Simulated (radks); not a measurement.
Question: Ba VIII, configuration [Kr] 4d10 5s2 5p1. Calculated with a radial shooting solver on a logarithmic mesh with Libxc functionals: Dirac Kohn-Sham, LDA (Slater exchange, Perdew-Wang correlation), spin-unpolarised, spherical densities, finite nucleus; open shells are shared between the two j in proportion to 2j + 1; Fermi nuclear charge, rms radius 4.8378 fm.

Spin-orbit splittings of the eigenvalues, e(l+1/2) - e(l-1/2), with zeta = 2 splitting/(2l+1) and mean radii in bohr:

shell  occ.  splitting (eV)  zeta (eV)  <r> j=l-1/2  <r> j=l+1/2
2p        6           381.3      254.2      0.09196      0.09795
3p        6               ?          ?       0.2817       0.2937
3d       10           15.73      6.294       0.2644       0.2682
4p        6           15.63      10.42       0.6940       0.7210
4d       10           2.695      1.078       0.7844       0.7937
5p        1           3.157      2.104        1.605        1.654

Estimate the 3p splitting.

Answer: 73.70 eV (zeta = 49.14 eV).
